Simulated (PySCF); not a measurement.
**Identify the compound**

Molecular formula: C₈H₁₁NO. Simulated spectra:

$^{1}$H NMR (400 MHz, computed): δ 5.77 (m, 1H), 5.64 (m, 1H), 5.54 (br, 1H), 4.47 (t, 1H), 3.77 (m, 2H), 3.07 (m, 2H), 1.79 (s, 3H).

$^{13}$C{$^{1}$H} NMR (computed): δ 161.5 (C), 139.5 (C), 130.3 (CH), 128.4 (CH), 102.0 (CH), 32.7 (CH2), 31.8 (CH2), 25.0 (CH3).

Non-relativistic Hamiltonian, no solvent, averaged over atoms made equivalent by symmetry, fast rotation or ring inversion, a single conformation. PBE0-D3(BJ)/def2-SVP structure; GIAO PBE/pcSseg-1 shieldings; PySCF.

Shifts are taken against calculated references (same method and geometry level): $^{1}$H (31.20 ppm), $^{13}$C (180.03 ppm) vs TMS.

Q: What is the structure?

A: 
- Rings plus π bonds: 4 (1 ring in the answer).
- 8 carbon signals for 8 carbons: no two carbons are equivalent.
- Carbon types of the structure: 2 × C, 3 × CH, 2 × CH2, 1 × CH3, leaving 1 H on heteroatoms.
- δC 161.5: amide carbonyl carbon; lone-pair donation from the attached heteroatom keeps it upfield of a ketone carbonyl.
- δC 139.5: alkene carbon bearing nitrogen; an sp2 carbon further deshielded by the attached heteroatom.
- δC 130.3, 128.4: alkene CH; as expected for a trigonal carbon in a double bond.
- δC 102.0: β carbon of an enol-ether or enamine type C=C; the O or N lone pair pushes π density onto this β carbon and shields it.
- δC 25.0: methyl carbon α to a carbonyl; α to the electron-withdrawing carbonyl group.
- δH 4.47: hydrogen on a β carbon of an enol-ether or enamine type C=C; lone-pair donation from O or N shields it, upfield of ordinary alkene protons.
- δH 1.79: hydrogen on a methyl carbon α to a carbonyl; α to C=O.

The compound is SMILES CC(=O)NC1=CCC=CC1.

This is the structure that produced the data.

OH/NH shifts are gas-phase values; hydrogen bonding in solution moves them, usually downfield. Shifts are as computed. Against solution values, carbons near 30 ppm lie about +2 ppm off and those near 130 ppm about +2 ppm. Of 1211 compounds with measured shifts, 218 miss one by over three times the rms of a fit or turn the order of signals round; such compounds aren't used in these exercises. Hydrogen bonding in solution deshields acid and N–H amide carbonyl carbons by as much as 10 ppm beyond these values. Multiplicities follow the n + 1 count of equivalent neighbours, as no J values were calculated; m marks all less simple cases, F and P coupling included.
